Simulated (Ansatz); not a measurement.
Relaxed structures of MgB$_{2}$H$_{4}$O, closed shell (PBE0-D4/def2-TZVP; forces vanish, vibrations not checked; lower isomers may exist, and structures with a doubtful reference or unclear bonds are left out; Å). Computed with Ansatz 0.2.0 (basis: def2-TZVPP); correlated methods freeze the cores. The outer core shell of Li, Na, Mg and K is correlated. The def2 sets are not built for correlating such inner shells, so the correlated values are less sure here.

Rank them by CCSD(T) energy, lowest first, and give each one's height above the lowest. Links in brackets join atoms within 1.22 times the sum of their covalent radii (1.1 for two metals). (Judge from chemistry; the value comes from the calculation.)
A.
MgB₂H₄O ([OH]1[BH]2[MgH][BH]12)
```
8
angstrom
O -1.3535 0.5232 -0.3198
B 0.2196 0.8725 -0.2509
B -0.1722 -0.5295 -0.6308
Mg 1.0491 -0.6216 1.4346
H -1.7027 0.8475 -1.1564
H 0.6471 1.9373 0.0513
H 2.1231 -1.2413 2.6086
H -0.3592 -1.6649 -0.9201
```
B.
a complex of MgB₂H₂O ([OH][B]1[BH][Mg]1) + H₂
```
8
angstrom
O -1.2026 0.3007 -0.5632
B -0.2979 0.1216 0.4114
B 0.7916 0.0465 1.4451
Mg 1.4899 -1.6386 0.2439
H -1.0201 1.0557 -1.1308
H -0.3102 -2.2238 -2.4278
H 1.3498 -0.0733 2.4821
H -0.6986 -1.7112 -2.0426
```
C.
MgB₂H₄O ([BH]1[OH][BH][MgH]1)
```
8
angstrom
O 0.0858 0.8061 0.5356
B -0.9269 0.7257 -0.5595
B 0.9203 -0.4092 0.7762
Mg -0.2272 -1.5127 -1.0018
H -1.4815 1.8011 -0.5717
H 0.1943 1.6125 1.0708
H 1.6540 -0.1254 1.6956
H -0.4175 -2.9385 -1.9502
```
D.
MgB₂H₄O ([BH]1[BH]2[OH][MgH]12)
```
8
angstrom
O -1.1995 0.5011 -0.1251
B 0.0905 0.8463 0.4243
B 0.9155 -0.2079 1.2424
Mg -0.0004 -1.1830 -0.7917
H -1.5758 1.1771 -0.6918
H 0.7138 1.7293 -0.1198
H 1.5536 -0.6641 2.1280
H -0.4978 -2.1988 -2.0664
```

The calculation gives: D (0.00 kcal/mol), A (17.46 kcal/mol), B (30.15 kcal/mol), C (43.66 kcal/mol). Heights count from the lowest.

The T1 diagnostic stays at or below 0.018. The restricted Hartree–Fock reference is unstable towards an unrestricted one at one or more of these structures. A large double-excitation amplitude points to some diradical character; no triplet was computed.

For scale, one of the runs: CCSD(T)/def2-TZVPP, 181 basis functions, launched by `ansatz run in.yaml --threads 2 --pin off --events-out ev --progress --plain --max-ram 4352MiB`. The run took 36 s on 2 CPU threads of an Intel Xeon 6975P-C (shared host), with 2.1 GiB of host memory at its peak.
